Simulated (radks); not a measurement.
Task: All-electron atom: the tellurium ion Te5+ in [Kr] 4d10 5s1 (the NIST ground configuration). Method: Dirac Kohn-Sham, PBE, spin-unpolarised, spherical densities, finite nucleus; Fermi nuclear charge, rms radius 4.7423 fm; computed with a radial shooting solver on a logarithmic mesh with Libxc functionals. Some entries of the table are withheld. Estimate them.

| orbital | occ. | eigenvalue (hartree) | <r> (bohr) |
|---|---|---|---|
| 1s1/2 | 2 | (1) | 0.02781 |
| 2s1/2 | 2 | -180.2132 | (2) |
| 2p1/2 | 2 | -168.9891 | 0.1008 |
| 2p3/2 | 4 | -158.9009 | 0.1064 |
| 3s1/2 | 2 | -37.58526 | (3) |
| 3p1/2 | 2 | -32.96892 | 0.3122 |
| 3p3/2 | 4 | -31.08823 | 0.3236 |
| 3d3/2 | 4 | -22.94435 | (4) |
| 3d5/2 | 6 | -22.55105 | (5) |
| 4s1/2 | 2 | -8.16049 | (6) |
| 4p1/2 | 2 | -6.57109 | (7) |
| 4p3/2 | 4 | -6.21218 | (8) |
| 4d3/2 | 4 | -3.66445 | 0.9462 |
| 4d5/2 | 6 | -3.60894 | 0.9569 |
| 5s1/2 | 1 | -2.39000 | 1.814 |

Result: 
(1) 1s1/2 eigenvalue (hartree): -1163.631
(2) 2s1/2 <r> (bohr): 0.1194
(3) 3s1/2 <r> (bohr): 0.3218
(4) 3d3/2 <r> (bohr): 0.2946
(5) 3d5/2 <r> (bohr): 0.2982
(6) 4s1/2 <r> (bohr): 0.7634
(7) 4p1/2 <r> (bohr): 0.7991
(8) 4p3/2 <r> (bohr): 0.8270
